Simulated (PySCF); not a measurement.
C₅H₈OS₂.
Numbering: `[O:1]=[CH:2][C@@H:3]1[CH2:4][CH2:5][S:6][CH2:7][S:8]1`

Definitions: NICS(0) = −σiso at the ring centroid; NICS(1) = −σiso and NICS(1)zz = −σzz at ±1 Å along the ring normal z. Level: GIAO PBE0/pcSseg-1 (PySCF, non-relativistic, gas phase) on the GFN2-xTB geometry, one conformer.

Ring bond lengths (Å), with Mayer bond orders in brackets: C3–C4 1.524 (0.99), C4–C5 1.523 (1.01), C5–S6 1.822 (1.00), S6–C7 1.806 (0.99), C7–S8 1.816 (0.96), S8–C3 1.848 (0.99).

Task: What do the NICS probes read (ppm)?

Result: 
| ring | type | NICS(0) | NICS(1), two faces | NICS(1)zz, two faces | rms pucker (Å) | centre to ring atoms, mean (Å) |
| --- | --- | --- | --- | --- | --- | --- |
| C3–C4–C5–S6–C7–S8 | 6-membered ring with 2 S; formal bonds all single | -2.5 | -0.7 / -2.3 | 6.0 / 2.2 | 0.31 | 1.64 |

Task: What can be read from them?

Result: 
- C3–C4–C5–S6–C7–S8: mean NICS(1)zz 4.1 ppm, deshielded. C3, C4, C5, C7 have four or more neighbours, so the value isn't read as a sign of a π ring current. A hydrogen on C7, outside the ring, lies only 1.45 Å from a NICS(1) probe, which then mostly feels that atom. The two faces differ by 3.8 ppm, so no symmetry operation interchanges them.

Task: What is the mean of the two in-plane components of NICS at the second NICS(1) probe listed for ring C3–C4–C5–S6–C7–S8, 1 Å off the ring?

Result: The isotropic value is a third of the trace: (3 × -2.3 − (2.2))/2 = -4.5 ppm.

Task: How shielded are the nuclei of the rings and their hydrogens (means over atoms taken as equivalent)?

Result: 
```json
{"atoms": "C3", "environment": "sp3 carbon bound to sulfur", "σ isotropic (ppm)": "136.2", "principal values of the symmetric part, first atom (ppm)": "120.0, 136.8, 151.9"}
{"atoms": "C4", "environment": "ring CH2 carbon", "σ isotropic (ppm)": "157.8", "principal values of the symmetric part, first atom (ppm)": "142.7, 153.4, 177.3"}
{"atoms": "C5", "environment": "sp3 carbon bound to sulfur", "σ isotropic (ppm)": "155.2", "principal values of the symmetric part, first atom (ppm)": "149.1, 152.4, 164.1"}
{"atoms": "S6", "environment": "sulfide sulfur", "σ isotropic (ppm)": "478.1", "principal values of the symmetric part, first atom (ppm)": "311.8, 535.5, 587.1"}
{"atoms": "C7", "environment": "sp3 carbon bound to sulfur", "σ isotropic (ppm)": "148.5", "principal values of the symmetric part, first atom (ppm)": "126.0, 151.2, 168.4"}
{"atoms": "S8", "environment": "sulfide sulfur", "σ isotropic (ppm)": "508.3", "principal values of the symmetric part, first atom (ppm)": "366.9, 520.2, 637.8"}
{"atoms": "H on C3", "environment": "methine hydrogen", "σ isotropic (ppm)": "28.68", "principal values of the symmetric part, first atom (ppm)": "23.6, 26.8, 35.7"}
{"atoms": "H on C4", "environment": "methylene hydrogen", "σ isotropic (ppm)": "29.50", "principal values of the symmetric part, first atom (ppm)": "26.2, 27.2, 35.1"}
{"atoms": "H on C4", "environment": "methylene hydrogen", "σ isotropic (ppm)": "29.35", "principal values of the symmetric part, first atom (ppm)": "25.1, 27.3, 35.7"}
{"atoms": "H on C5", "environment": "methylene hydrogen", "σ isotropic (ppm)": "27.21", "principal values of the symmetric part, first atom (ppm)": "23.4, 25.7, 32.6"}
{"atoms": "H on C5", "environment": "methylene hydrogen", "σ isotropic (ppm)": "29.52", "principal values of the symmetric part, first atom (ppm)": "23.8, 27.3, 37.4"}
{"atoms": "H on C7", "environment": "methylene hydrogen", "σ isotropic (ppm)": "28.59", "principal values of the symmetric part, first atom (ppm)": "22.4, 26.9, 36.6"}
{"atoms": "H on C7", "environment": "methylene hydrogen", "σ isotropic (ppm)": "27.71", "principal values of the symmetric part, first atom (ppm)": "23.0, 27.4, 32.8"}
```
